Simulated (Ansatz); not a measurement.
In(NH2Me)H3 (CH8InN), relaxed as a singlet with RKS PBE0-D4/def2-SVP in Ansatz, starting from the GFN2-xTB geometry. Force threshold 0.02 eV/Å.

In the def2 sets In takes a core potential; there is no spin–orbit coupling.

Start:

```csv
atom,x (Å),y (Å),z (Å)
In1,-1.2667,-0.6273,-1.0737
N2,0.4610,-0.4590,0.4943
C3,0.8558,0.9424,0.6446
H4,1.2634,-1.0162,0.2041
H5,0.1549,-0.8306,1.3926
H6,1.6607,1.0770,1.3741
H7,1.1789,1.3210,-0.3262
H8,-0.0158,1.5201,0.9556
H9,-0.4373,0.0356,-2.3871
H10,-2.3848,0.3435,-0.2578
H11,-1.4702,-2.3064,-1.0205
```

```
step  energy (eV)  largest force component (eV/Å)  SCF passes
   1   -7825.5185                           0.726          23
   2   -7825.5772                           0.252          26
   3   -7825.5950                           0.143          24
   4   -7825.5962                           0.091          21
   5   -7825.5968                           0.025          23
   6   -7825.5969                           0.016          21
```

Force components are those of the run's own axes.

End:

```tsv
atom	x (Å)	y (Å)	z (Å)
In1	-1.3100	-0.6638	-1.1074
N2	0.4529	-0.4206	0.4826
C3	0.8906	0.9593	0.6748
H4	1.2258	-1.0081	0.1699
H5	0.1265	-0.8251	1.3602
H6	1.7050	1.0607	1.4118
H7	1.2319	1.3681	-0.2867
H8	0.0369	1.5670	1.0066
H9	-0.4397	0.0210	-2.4559
H10	-2.4611	0.3398	-0.2633
H11	-1.4589	-2.3983	-0.9926
```

By distances, no bond broke or formed. The bond that changes most is In1–H9, from 1.69 to 1.74 Å (atoms count from 1).

No frequencies were taken in this run, so the end may be a saddle point.

Hardware: 4 threads of Intel Xeon on a shared host. Wall time 38 s.
